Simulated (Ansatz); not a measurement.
Consider the homolysis of the H–Si bond: `CC(=O)O[SiH3]` → H• + `CC(=O)O[SiH2]`•.

Computed with Ansatz on PBE0-D4/def2-TZVP structures; ΔE is electronic, products minus reactants. CBS: MP2 limit from def2 TZ/QZ plus the TZ coupled-cluster correction, frozen cores. This one scheme is used for every species, atoms too. DFT in def2-TZVPP. B3LYP here is the variant with VWN-RPA as its local correlation; programs differ in this. No spin–orbit coupling; open shells (•) take unrestricted orbitals.

```json
{"level": "B3LYP-D4", "ΔE (kcal/mol)": "96.5"}
{"level": "SCS-MP2/def2-QZVPP", "ΔE (kcal/mol)": "99.7"}
```

Question: What does CCSD(T)/CBS give? (Best estimate.)

Answer: Computed: +99.5 kcal/mol. The listed levels differ from it by -3.0, 0.2 kcal/mol.

Largest T1 diagnostic among the species: 0.016.

In def2-TZVPP, CCSD(T) changes the Hartree–Fock value by +19.0 kcal/mol (the triples alone add −0.0 kcal/mol) and MP2 by +16.6 kcal/mol; breaking electron pairs costs correlation energy, which Hartree–Fock lacks. At CCSD(T), def2-SVP lies −4.8 kcal/mol from the extrapolated value and def2-TZVPP −1.8 kcal/mol: correlation converges slowly with the basis, and small sets miss more of it in the bonded molecule than in its fragments.
